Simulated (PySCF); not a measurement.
# Working out the ionisation energy of Cr

Cr [Ar] 3d5 4s1 (7S) → Cr⁺ [Ar] 3d5 (6S). Calculation: PySCF 2.14, in jorge-DZP-DKH (8s6p2d1f, 43 functions); scalar relativity by spin-free X2C-1e. Frozen: [Ar]. Energies in hartree (1 hartree = 27.21139 eV):

```csv
part,Cr (lower),Cr⁺ (upper)
UHF,-1049.610553,-1049.392057
MP2 opposite-spin,0.000000,0.000000
MP2 same-spin,-0.058172,-0.047655
```

**Question.** What does Hartree-Fock give?

**Answer.** (-1049.392057) − (-1049.610553) = 0.218496 hartree = 5.946 eV.

**Question.** What do MP2 and SCS-MP2 (6/5 opposite-spin, 1/3 same-spin) give?

**Answer.** The opposite-spin parts differ by 0.000 eV and the same-spin parts by 0.286 eV. MP2: 5.946 + (0.000) + (0.286) = 6.232 eV. SCS-MP2: 5.946 + 1.2 × (0.000) + (0.286)/3 = 6.041 eV.

Measured between the centres of the two terms (NIST): 6.767 eV, so MP2 (valence) is off by -0.535 eV.

A double-zeta basis recovers only part of the correlation energy.

What remains against the reference includes basis incompleteness, the frozen core and correlation beyond second order.
